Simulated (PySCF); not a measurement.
## From computed data to an observable: chemical shift, span and skew from a shielding tensor

Se(OH)(NMe2) (C2H7NOSe), SMILES CN(C)[Se]O. Atoms are numbered in the order given.

```xyz
12

Se     0.6507     0.4641     0.3413
O     -0.4733     1.8427    -0.0774
H     -1.0536     1.9650     0.6848
N     -0.2103    -1.0131    -0.2113
C     -1.3355    -1.4933     0.5594
C     -0.3141    -1.2566    -1.6344
H     -2.2834    -0.9808     0.3004
H     -1.4786    -2.5718     0.3753
H     -1.1424    -1.3503     1.6313
H     -0.4525    -2.3363    -1.8156
H     -1.1645    -0.7200    -2.0973
H      0.6089    -0.9356    -2.1349
```
Charge 0, spin multiplicity 1.

The structure is a stationary point at PBE0-D3(BJ)/def2-SVP. The values are those of a single conformer.

GIAO shieldings from HF/pcSseg-1 in PySCF, non-relativistic, no solvent. The symmetric part of the tensor of C5 has the principal values 110.1, 136.5, 187.9 ppm. The same nucleus in TMS has σ = 192.6 ppm at this level (PySCF, at its B3LYP-D3(BJ)/def2-TZVP geometry).

Problem. Work out the isotropic shielding, the ¹³C shift against TMS, the span and the skew.

Solution. 
σ(iso) = (σ11 + σ22 + σ33)/3 = 144.8 ppm. δ = σ(ref) − σ(iso) = 192.6 − (144.8) = 47.8 ppm.
Span Ω = σ33 − σ11 = 77.8 ppm. Skew κ = 3(σ(iso) − σ22)/Ω = 0.32. Tumbling in solution averages the tensor to δ; in a static solid the shielding alone would spread this spin-1/2 line over Ω.
